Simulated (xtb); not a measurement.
xtb input (GFN-FF):

```bash
xtb mol.xyz --gfnff --opt tight --chrg 0 --uhf 0
```
mol.xyz:
```
13

Si     2.37977192     0.06597000    -0.52710352
O      1.18790875     0.55350952     0.48917199
Si    -0.16101498     0.14949391     1.31188641
O     -1.29041088    -0.46129287     0.30642861
Si    -2.18424083    -0.24648637    -1.05222066
H      1.85075505    -0.03832188    -1.90579494
H      2.90383769    -1.25417890    -0.10515758
H      3.46462882     1.06852909    -0.48454270
H      0.15404857    -0.89547664     2.30442092
H     -0.67171479     1.37879126     1.94768412
H     -2.74862337     1.12315193    -1.08244318
H     -3.28111234    -1.23678719    -1.04711056
H     -1.33502798    -0.44912666    -2.24773232
```

Output:

```
           -------------------------------------------------
          |                Calculation Setup                |
           -------------------------------------------------

          ==================== Thresholds ====================
          CN  :   150.00000
          rep :   500.00000
          disp:  2500.00000
          HB1 :   250.00000
          HB2 :   450.00000

          Pauling EN used:
          Z : 1  EN :  2.20
          Z : 8  EN :  3.44
          Z :14  EN :  1.90
          electric field strengths (au): 0.000

           -------------------------------------------------
          |           Force Field Initialization            |
           -------------------------------------------------

          distances ...
          ----------------------------------------
          generating topology and atomic info file ...
          pair mat ...
          computing topology distances matrix with Floyd-Warshall algo ...
          making topology EEQ charges ...
          #fragments for EEQ constrain: 1
          ----------------------------------------
          generating topology and atomic info file ...
          pair mat ...
          computing topology distances matrix with Floyd-Warshall algo ...
          making topology EEQ charges ...
          #fragments for EEQ constrain: 1
          rings ...
          # BATM   62
          # H in HB   8

  atom   neighbors  erfCN metchar sp-hybrid imet pi  qest     coordinates
    1  Si      4    3.50   0.06         3    0    0   0.203    4.497117    0.124665   -0.996081
    2  O       2    1.92   0.00         3    0    0  -0.387    2.244822    1.045981    0.924401
    3  Si      4    3.56   0.07         3    0    0   0.353   -0.304274    0.282503    2.479106
    4  O       2    1.92   0.00         3    0    0  -0.387   -2.438523   -0.871717    0.579066
    5  Si      4    3.50   0.06         3    0    0   0.203   -4.127617   -0.465792   -1.988409
    6  H       1    0.95   0.01         0    0    0   0.005    3.497420   -0.072418   -3.601430
    7  H       1    0.95   0.01         0    0    0   0.005    5.487458   -2.370055   -0.198719
    8  H       1    0.96   0.01         0    0    0   0.005    6.547200    2.019227   -0.915653
    9  H       1    0.96   0.01         0    0    0  -0.008    0.291110   -1.692206    4.354724
   10  H       1    0.96   0.01         0    0    0  -0.008   -1.269357    2.605538    3.680590
   11  H       1    0.95   0.01         0    0    0   0.005   -5.194145    2.122450   -2.045521
   12  H       1    0.96   0.01         0    0    0   0.005   -6.200404   -2.337189   -1.978752
   13  H       1    0.95   0.01         0    0    0   0.005   -2.522837   -0.848726   -4.247598

          #atoms :   13
          #bonds :   12
          #angl  :   20
          #tors  :   14
          #nmol  :   1
          #optfrag :   1
           -------------------------------------------------
[...]
Si          -0.17271893165737        0.10049021817630        1.40614381564997
O           -1.17842115235894       -0.80903906007243        0.43492439619866
Si          -1.81476090199122       -0.38107878545796       -1.05327801883884
H            1.43942663185695        0.57597462959372       -1.93690551232087
H            2.09488921432138       -1.22014999715335       -0.47378068451019
H            3.36880432443049        0.82327015383981       -0.51850985035705
H            0.41467954586476       -0.76716943984787        2.42625715782703
H           -0.97342302907132        1.10308974855056        2.10753456142781
H           -1.93547739316076        1.08243759872001       -1.11675943433220
H           -3.13847085935806       -1.00246152581121       -1.20287032067464
H           -0.91458401028911       -0.85693968108145       -2.11295980990639

 Bond Distances (Angstroems)
 ---------------------------
Si1-O2=1.6742        Si1-H6=1.4697        Si1-H7=1.4699        Si1-H8=1.4700        O2-Si1=1.6742        O2-Si3=1.6679
Si3-O2=1.6679        Si3-O4=1.6679        Si3-H9=1.4624        Si3-H10=1.4623       O4-Si3=1.6679        O4-Si5=1.6742
Si5-O4=1.6742        Si5-H11=1.4699       Si5-H12=1.4699       Si5-H13=1.4696       H6-Si1=1.4697        H7-Si1=1.4699
H8-Si1=1.4700        H9-Si3=1.4624        H10-Si3=1.4623       H11-Si5=1.4699       H12-Si5=1.4699       H13-Si5=1.4696
 Si H  Rav=1.4679 sigma=0.0032  Rmin=1.4623  Rmax=1.4700     8
 Si O  Rav=1.6710 sigma=0.0031  Rmin=1.6679  Rmax=1.6742     4

 selected bond angles (degree)
 --------------------
H6-Si1-O2=108.99               H7-Si1-O2=108.91               H7-Si1-H6=109.98               H8-Si1-O2=108.96
H8-Si1-H6=109.96               H8-Si1-H7=110.01               Si3-O2-Si1=127.67              O4-Si3-O2=113.98
H9-Si3-O2=108.91               H9-Si3-O4=108.96               H10-Si3-O2=108.94              H10-Si3-O4=108.85
H10-Si3-H9=106.99              Si5-O4-Si3=127.40              H11-Si5-O4=108.91              H12-Si5-O4=108.95
H12-Si5-H11=110.03             H13-Si5-O4=108.99              H13-Si5-H11=109.97             H13-Si5-H12=109.96

 selected dihedral angles (degree)
 ---------------------------------
Si3-O2-Si1-H6= 94.16          Si3-O2-Si1-H7=334.17          Si3-O2-Si1-H8=214.16          O4-Si3-O2-Si1=316.58
H9-Si3-O2-Si1= 78.46          H10-Si3-O2-Si1=194.82         Si5-O4-Si3-O2=316.43          Si5-O4-Si3-H9=194.58
Si5-O4-Si3-H10= 78.24         H11-Si5-O4-Si3=332.27         H12-Si5-O4-Si3=212.23         H13-Si5-O4-Si3= 92.25
           -------------------------------------------------
          |                Final Singlepoint                |
           -------------------------------------------------
         :::::::::::::::::::::::::::::::::::::::::::::::::::::
         ::                     SUMMARY                     ::
         :::::::::::::::::::::::::::::::::::::::::::::::::::::
         :: total energy              -1.312910533010 Eh    ::
         :: gradient norm              0.000294109057 Eh/a0 ::
         ::.................................................::
         :: bond energy               -1.299548823471 Eh    ::
         :: angle energy               0.051199166789 Eh    ::
         :: torsion energy            -0.000100806974 Eh    ::
         :: repulsion energy           0.058508731345 Eh    ::
         :: electrostat energy        -0.115179955212 Eh    ::
         :: dispersion energy         -0.007265544080 Eh    ::
         :: HB energy                  0.000000000000 Eh    ::
         :: XB energy                  0.000000000000 Eh    ::
         :: bonded atm energy         -0.000523301407 Eh    ::
         :: external energy            0.000000000000 Eh    ::
         :: add. restraining           0.000000000000 Eh    ::
         :: total charge               0.000000000000 e     ::
         :::::::::::::::::::::::::::::::::::::::::::::::::::::

           -------------------------------------------------
          |                Property Printout                |
           -------------------------------------------------

molecular dipole:
                 x           y           z       tot (Debye)
 q only:        0.063      -0.037      -0.508       1.304
           -------------------------------------------------
          |                Geometry Summary                 |
           -------------------------------------------------

      molecular mass/u    :      124.3188320
   center of mass at/Å    :       -0.0047256      -0.0035735       0.0446519
  moments of inertia/u·Å² :        0.1464351E+03   0.3184400E+03   0.4267616E+03
rotational constants/cm⁻¹ :        0.1151202E+00   0.5293818E-01   0.3950128E-01

 * 12 selected distances

     #   Z          #   Z                                           value/Å
     1  14 Si       2   8 O                                       1.6742270 (max)
Note: The following floating-point exceptions are signalling: IEEE_UNDERFLOW_FLAG IEEE_DENORMAL
normal termination of xtb
     2   8 O        3  14 Si                                      1.6678898
     3  14 Si       4   8 O                                       1.6679173
     4   8 O        5  14 Si                                      1.6741640
     1  14 Si       6   1 H                                       1.4696501
     1  14 Si       7   1 H                                       1.4698869
     1  14 Si       8   1 H                                       1.4699732
     3  14 Si       9   1 H                                       1.4623617
     3  14 Si      10   1 H                                       1.4622866 (min)
     5  14 Si      11   1 H                                       1.4698581
     5  14 Si      12   1 H                                       1.4699329
     5  14 Si      13   1 H                                       1.4695877

 * 2 distinct bonds (by element types)

   Z      Z             #   av. dist./Å        max./Å        min./Å
   1 H   14 Si          8     1.4679422     1.4699732     1.4622866
   8 O   14 Si          4     1.6710495     1.6742270     1.6678898

optimized geometry written to: xtbopt.xyz

           -------------------------------------------------
          | TOTAL ENERGY               -1.312910533010 Eh   |
          | GRADIENT NORM               0.000294109057 Eh/α |
           -------------------------------------------------
########################################################################
[WARNING] Runtime exception occurred
-1- gfnff_setup: Could not read topology file.
########################################################################

------------------------------------------------------------------------
------------------------------------------------------------------------
 total:
 SCF:
 ANC optimizer:
```
